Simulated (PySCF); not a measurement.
Molecule: `C[Si@@H](P)[SiH2]CCl`, C$_{2}$H$_{10}$ClPSi$_{2}$.

Cartesian coordinates in Å; atom numbers follow the order of the lines, from 1:
```xyz
16

C    -0.7077    2.5372   -0.2935
Si   -0.3225    0.9218    0.5906
P    -2.1096   -0.4687    0.3453
Si    1.6208   -0.0950   -0.2355
C     3.1779    0.7966    0.3974
Cl    3.0692    2.5463    0.0110
H    -1.6233    2.9932    0.1130
H    -0.8535    2.3609   -1.3702
H     0.1295    3.2401   -0.1720
H    -0.1578    1.1500    2.0627
H    -1.4298   -1.6188    0.8554
H    -1.7974   -0.7808   -1.0162
H     1.6243   -0.0668   -1.7317
H     1.6993   -1.5264    0.2055
H     3.2723    0.7040    1.4891
H     4.1001    0.4109   -0.0609
```

Geometry PBE0-D3(BJ)/def2-SVP throughout; GIAO in PySCF 2.14, gas phase, one conformer, non-relativistic; equivalent atoms averaged; basis pcSseg-1.

(1) How do the shifts δ (against TMS, HCl at the same level) depend on the functional? (a selection of nuclei; ppm; last column core-seconds on shared hosts with different chips, so compare them loosely; the GGAs took longer than the global hybrids here, which isn't the general rule, and the cause wasn't traced)

(2) Which nucleus among those listed moves most, in ppm?

## Answers

(1) 
```tsv
functional	kind	C1	Si2	Si4	Cl6	H13	H16	H15	H11/H12	H7/H8/H9	core-s
HF	Hartree–Fock	-4.1	-41.2	-46.7	-23.6	3.73	3.02	2.74	1.32	0.56	12
LDA	LDA	-2.4	-48.1	-60.1	79.7	4.18	3.34	3.15	1.62	0.67	25
PBE	GGA	-2.0	-45.9	-57.4	67.3	4.00	3.27	3.05	1.50	0.66	32
BLYP	GGA	-1.6	-40.2	-55.1	65.2	3.86	3.27	3.03	1.39	0.66	32
BP86	GGA	-1.8	-44.4	-56.5	63.5	4.00	3.27	3.06	1.51	0.67	32
OPBE	GGA	-2.4	-46.0	-55.5	57.9	4.00	3.25	3.03	1.55	0.65	34
KT2	GGA	-1.5	-46.6	-55.8	63.4	3.99	3.30	3.07	1.49	0.67	33
KT3	GGA	-1.5	-42.2	-53.0	57.7	3.82	3.26	3.02	1.41	0.65	33
B97-D	GGA	-1.6	-39.5	-52.6	55.2	3.84	3.27	3.04	1.46	0.66	32
B3LYP	global hybrid	-2.4	-40.8	-53.0	44.9	3.84	3.18	2.94	1.38	0.63	22
PBE0	global hybrid	-2.9	-46.1	-54.6	41.3	3.96	3.16	2.94	1.47	0.63	24
mPW1PW91	global hybrid	-2.9	-45.0	-53.7	38.5	3.93	3.16	2.93	1.45	0.63	22
WP04	global hybrid	-1.5	-29.6	-45.7	37.9	3.37	3.08	2.85	1.17	0.60	20
B97-2	global hybrid	-2.5	-43.1	-52.5	38.8	3.87	3.17	2.94	1.46	0.63	19
BHandHLYP	global hybrid	-3.2	-41.0	-50.2	17.7	3.78	3.09	2.84	1.34	0.59	18
CAM-B3LYP	range-separated hybrid	-3.4	-43.8	-53.4	34.3	3.84	3.07	2.84	1.35	0.58	27
wB97X-D	range-separated hybrid	-3.3	-46.5	-53.6	30.1	3.93	3.07	2.85	1.42	0.60	27
LC-wPBE	range-separated hybrid	-4.5	-50.4	-55.0	22.2	3.88	2.92	2.71	1.41	0.55	35
```

(2) Cl6 (chlorine bonded to C): from -23.6 ppm with HF to 79.7 ppm with LDA. The smallest spread is 0.13 ppm, at H7/H8/H9. Proton shifts span only some 12 ppm, so a few tenths of a ppm matter as much there as several ppm in carbon.
